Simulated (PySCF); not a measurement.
## `Cl[Si@H]1C[Si@H](Cl)[SiH2][SiH2]O1`, CH8Cl2OSi4

Geometry (Å), atoms numbered from 1 in this order:
```xyz
16

Cl    0.441   -2.082    2.264
Si    0.392   -1.891    0.261
C    -1.285   -1.175   -0.263
Si   -1.625    0.606    0.354
Cl   -3.375    1.191   -0.524
Si    0.189    1.981   -0.190
Si    2.102    0.680   -0.346
O     1.560   -0.863   -0.167
H     0.759   -3.147   -0.371
H    -2.082   -1.838    0.074
H    -1.331   -1.185   -1.353
H    -1.945    0.518    1.785
H    -0.050    2.732   -1.437
H     0.342    3.043    0.822
H     3.104    0.833    0.714
H     2.797    0.607   -1.634
```

The calculation used TDDFT CAM-B3LYP/def2-SVPD circular dichroism and optical rotation, one conformer, gas phase in PySCF. Geometry: GFN2-xTB.

Question: Draw the ECD and absorption spectra from the lowest 8 states, each a Gaussian of half-width 0.25 eV at 1/e height.

Answer: 
| E (eV) | λ (nm) | Δε (L mol⁻¹ cm⁻¹) | ε (L mol⁻¹ cm⁻¹) |
| --- | --- | --- | --- |
| 5.41 | 229 | +0.06 | 114 |
| 5.51 | 225 | +0.24 | 483 |
| 5.61 | 221 | +0.70 | 1490 |
| 5.71 | 217 | +1.39 | 3360 |
| 5.81 | 213 | +1.63 | 5580 |
| 5.91 | 210 | +0.25 | 6980 |
| 6.01 | 206 | -2.95 | 6840 |
| 6.11 | 203 | -6.05 | 5630 |
| 6.21 | 200 | -6.49 | 4330 |
| 6.31 | 196 | -4.10 | 3390 |
| 6.41 | 193 | -1.92 | 2750 |
| 6.51 | 190 | -3.77 | 2330 |
| 6.61 | 187 | -11.38 | 2290 |
| 6.71 | 185 | -21.99 | 2820 |
| 6.81 | 182 | -28.23 | 3600 |
| 6.91 | 179 | -23.78 | 4070 |
| 7.01 | 177 | -9.40 | 4100 |
| 7.11 | 174 | +10.44 | 4110 |
| 7.21 | 172 | +34.23 | 4370 |

Δε uses R in velocity form, ε uses f in length form. Only the states computed contribute, so the short-wavelength end is incomplete.
